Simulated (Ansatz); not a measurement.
Isolated molecules relaxed with PBE0-D4/def2-TZVP in Ansatz; ΔE leaves out vibrations. CCSD(T)/CBS adds triple-zeta CCSD(T) − MP2 to the extrapolated MP2 energy (def2 sets, frozen cores). DFT in def2-TZVPP. B3LYP here is the variant with VWN-RPA as its local correlation; programs differ in this. For Ge outer-core shells are correlated without core-valence functions, which leaves a few kJ/mol of doubt a bond. Scalar relativity is left out up to krypton. One conformer a species, not always the lowest.

Consider the formal exchange of groups at a Ge–Si bond: `[OH][GeH2][SiH2][SiH3]` + `C=C[SiH2]O` → `O[SiH2]/C=[CH]\[GeH2][OH]` + disilane.

Is it downhill or uphill in electronic energy at CCSD(T)/CBS, and by how much? (Best estimate.)

The calculation gave: Uphill: ΔE = +5.3 kcal/mol.

What do these levels give: PBE0-D4, ωB97X-V, ωB97M-V, B2PLYP, B3LYP, CCSD/def2-TZVPP? (Estimate.)

Ansatz gave: PBE0-D4 7.4, ωB97X-V 5.3, ωB97M-V 5.0, B2PLYP 5.8, B3LYP 7.1, CCSD/def2-TZVPP 4.8 kcal/mol.

Largest T1 diagnostic among the species: 0.013.

The D4 term adds −1.0 kcal/mol with B3LYP and −0.5 kcal/mol with PBE0; it sums over pairs of atoms, weighted by their polarisabilities, and B3LYP, whose exchange is more repulsive, gets the larger term.
